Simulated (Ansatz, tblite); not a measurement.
Removing and adding an electron: Sn(SiH3)4 (Si4SnH12). Charge 0, multiplicity 1. Geometry: B3LYP-D4/def2-SVP. Ansatz, gas phase; energy differences of separate SCF runs; the oxidised species was run as a doublet alone; the reduced species was run as a doublet alone.

Cartesian coordinates in Å:
```
Sn 0.004 -0.006 -0.007
Si -2.485 0.492 -0.504
H -2.993 1.553 0.417
H -3.307 -0.740 -0.313
H -2.649 0.963 -1.912
Si 1.422 2.099 -0.509
H 1.024 3.212 0.404
H 1.215 2.541 -1.921
H 2.872 1.809 -0.306
Si 0.801 -1.973 -1.483
H 0.665 -1.624 -2.929
H -0.019 -3.190 -1.206
H 2.234 -2.286 -1.199
Si 0.266 -0.622 2.492
H -0.131 0.537 3.346
H 1.684 -0.976 2.795
H -0.602 -1.788 2.835
```

In the def2 sets Sn takes a core potential; there is no spin–orbit coupling. The xTB rows come from tblite. Correlated methods freeze 24 core orbitals; core or outer-core shells of Sn are correlated, in sets that lack core-valence functions. The rows differ in basis, and correlated rows in double-zeta sets carry the largest basis error. HOMO above LUMO, or a gap near zero within one spin, warns that the state may not be the lowest or that an electron is smeared out.

```csv
level,−HOMO (eV),vertical IE (eV),−LUMO (eV),vertical EA (eV),HOMO–LUMO gap (eV),IE − EA (eV),remarks
GFN1-xTB,11.11,13.01,6.88,5.07,4.23,7.95,–
GFN2-xTB,9.87,11.85,6.43,4.40,3.44,7.44,–
PBE0-D4/def2-TZVP,7.58,9.09,0.56,–,7.02,–,–
PBE0-D4/def2-TZVPD,7.58,–,0.63,-0.46,6.95,–,HOMO above zero (-1 doublet)
PBE-QIDH/def2-TZVP,–,9.29,–,–,–,–,–
PBE-QIDH/def2-TZVPD,–,–,–,-0.77,–,–,–
```

(1) Estimate the rows for HF/def2-SVP, PBE-D4/def2-TZVP, PBE-D4/def2-TZVPD, MP2/def2-SVP, CCSD/def2-SVP, CCSD(T)/def2-SVP.

Answers

(1) 
| level | −HOMO (eV) | vertical IE (eV) | −LUMO (eV) | vertical EA (eV) | HOMO–LUMO gap (eV) | IE − EA (eV) | remarks |
| --- | --- | --- | --- | --- | --- | --- | --- |
| HF/def2-SVP | – | 8.70 | – | – | – | – | – |
| PBE-D4/def2-TZVP | 6.61 | 8.83 | 1.40 | – | 5.20 | – | gap within one spin near zero (+1 doublet) |
| PBE-D4/def2-TZVPD | 6.61 | – | 1.45 | -0.17 | 5.16 | – | HOMO above zero (-1 doublet) |
| MP2/def2-SVP | – | 9.25 | – | – | – | – | – |
| CCSD/def2-SVP | – | 9.19 | – | – | – | – | – |
| CCSD(T)/def2-SVP | – | 9.19 | – | – | – | – | – |

   A HOMO above zero means that the electron is unbound at that level or that self-interaction error raises the level; the energy of removing that electron tells which. Raw xTB energy differences between charge states are shifted by several eV; the methods need an empirical correction for them. A negative affinity means that the extra electron isn't bound; its size then hangs on the basis.
